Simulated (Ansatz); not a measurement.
Geometry optimisation, RKS BLYP/def2-SVP in Ansatz.

Input file:

```yaml
crystal:
  periodic: [false, false, false]
  atoms:
    - { symbol: C, position_ang: [-0.0197, -2.2392, -0.1229] }
    - { symbol: O, position_ang: [-0.5684, -0.8851, -0.2724] }
    - { symbol: C, position_ang: [0.2325, 0.0043, 0.4318] }
    - { symbol: Al, position_ang: [-0.3724, 1.8596, 0.2328] }
    - { symbol: S, position_ang: [-0.611, 2.7604, -1.8462] }
    - { symbol: Cl, position_ang: [-1.0698, 3.0175, 2.0147] }
    - { symbol: H, position_ang: [-0.7014, -2.8805, -0.6974] }
    - { symbol: H, position_ang: [0.9947, -2.267, -0.5673] }
    - { symbol: H, position_ang: [-0.073, -2.5028, 0.9716] }
    - { symbol: H, position_ang: [1.305, 0.0025, 0.0667] }
    - { symbol: H, position_ang: [0.2537, -0.232, 1.5545] }
    - { symbol: H, position_ang: [0.7067, 3.3072, -1.732] }
basis:
  gaussian: { orbitals: def2-SVP }
hamiltonian:
  xc: blyp
relax:
  f_tol: 0.02
  max_steps: 50
```

Launched with:

```bash
$ ansatz run input.yaml --threads 2 --pin off --max-ram 3072MiB --backend cpu --events-out ev --progress --plain --runs-dir out
```

Task: Where does it end, and by what steps?

Result: The forces met the threshold. After 22 steps the energy has fallen by 0.570 eV; Cl6 moved furthest, 1.52 Å.

| step | energy less start (eV) | largest force component (eV/Å) | accepted |
| --- | --- | --- | --- |
| 0 | 0.0000 | 1.320 | yes |
| 1 | -0.2555 | 1.128 | yes |
| 2 | -0.3011 | 0.251 | yes |
| 3 | -0.3070 | 0.134 | yes |
| 4 | -0.3169 | 0.295 | yes |
| 5 | -0.3312 | 0.814 | yes |
| 6 | -0.3872 | 0.706 | yes |
| 7 | -0.4661 | 0.360 | yes |
| 8 | -0.5219 | 0.187 | yes |
| 9 | -0.5217 | 0.348 | no |
| 10 | -0.5411 | 0.141 | yes |
| 11 | -0.5534 | 0.094 | yes |
| 12 | -0.5603 | 0.149 | yes |
| 13 | -0.5625 | 0.133 | yes |
| 14 | -0.5645 | 0.057 | yes |
| 15 | -0.5658 | 0.132 | yes |
| 16 | -0.5673 | 0.112 | yes |
| 17 | -0.5666 | 0.155 | no |
| 18 | -0.5684 | 0.038 | yes |
| 19 | -0.5688 | 0.057 | yes |
| 20 | -0.5691 | 0.041 | yes |
| 21 | -0.5695 | 0.021 | yes |
| 22 | -0.5696 | 0.010 | yes |

```xyz
12
Properties=species:S:1:pos:R:3
C 0.029 -2.243 -0.251
O -0.124 -0.850 -0.484
C 0.218 -0.038 0.640
Al -0.048 1.858 0.129
S -0.718 2.439 -1.887
Cl 0.339 3.383 1.573
H -0.262 -2.772 -1.179
H 1.085 -2.511 0.000
H -0.621 -2.600 0.585
H 1.278 -0.206 0.968
H -0.405 -0.289 1.539
H -0.694 3.774 -1.598
```

Run time: 51 s on 2 threads of Intel(R) Xeon(R) Platinum 8488C (Sapphire Rapids), with other jobs on the host, peak memory 0.2 GiB.
